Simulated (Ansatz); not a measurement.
Reaction (formal exchange of groups at the Si–C bond): `FC([SiH3])[SeH]` + `C=C(O)CCl` → `C=C([SiH3])CCl` + `OC(F)[SeH]`

Program: Ansatz. Geometries: PBE0-D4/def2-TZVP. ΔE: electronic, gas phase. CCSD(T)/CBS is the MP2 limit (def2-TZVPP, def2-QZVPP) plus CCSD(T) − MP2 in def2-TZVPP, frozen cores. DFT in def2-TZVPP. For Se outer-core shells are correlated without core-valence functions, which leaves a few kJ/mol of doubt a bond. Scalar relativity is left out up to krypton. Each species was taken in one conformer, which may not be the lowest.

`FC([SiH3])[SeH]`:

```xyz
9

F     0.260   -1.369   -1.370
C     0.365   -0.842   -0.094
Si   -0.982    0.461    0.202
Se    2.136   -0.119    0.248
H     0.283   -1.670    0.617
H    -0.984    0.811    1.643
H    -2.305   -0.089   -0.191
H    -0.668    1.656   -0.621
H     1.896    1.161   -0.434
```

`C=C(O)CCl`:

Cartesian coordinates in Å:
```
C 1.158 -0.567 0.495
C -0.091 -0.252 0.159
O -1.204 -0.831 0.663
C -0.420 0.778 -0.859
Cl -1.218 2.203 -0.127
H 1.991 -0.042 0.050
H 1.378 -1.343 1.219
H -0.956 -1.457 1.349
H 0.481 1.130 -1.354
H -1.119 0.380 -1.595
```

`C=C([SiH3])CCl`:

Cartesian coordinates in Å:
```
C 1.043 -0.526 1.132
C 0.157 -0.196 0.194
Si -0.308 1.599 -0.089
C -0.497 -1.264 -0.619
Cl -0.259 -0.990 -2.376
H 1.507 0.219 1.770
H 1.338 -1.560 1.302
H 0.185 2.385 1.071
H 0.292 2.138 -1.335
H -1.788 1.720 -0.184
H -1.577 -1.275 -0.470
H -0.093 -2.251 -0.395
```

`OC(F)[SeH]`:

Cartesian coordinates in Å:
```
O -1.097 0.003 1.014
C 0.121 0.091 0.422
F 0.392 1.371 0.018
Se 0.203 -1.099 -1.160
H -1.779 0.173 0.353
H 0.875 -0.198 1.153
H 1.285 -0.342 -1.800
```

Task: Is it downhill or uphill in electronic energy at CCSD(T)/CBS, and by how much? (Estimate.)

Result: Ansatz gave: Downhill: ΔE = -19.5 kJ/mol.

Task: What do these levels give: PBE, PBE0, CCSD/def2-TZVPP, CCSD(T)/def2-TZVPP, HF/CBS(def2), CCSD/CBS(def2)? (An estimate is asked.)

Result: Ansatz gave: PBE -12.7, PBE0 -15.2, CCSD/def2-TZVPP -21.4, CCSD(T)/def2-TZVPP -21.8, HF/CBS(def2) -22.6, CCSD/CBS(def2) -19.1 kJ/mol.

Largest T1 diagnostic among the species: 0.011.
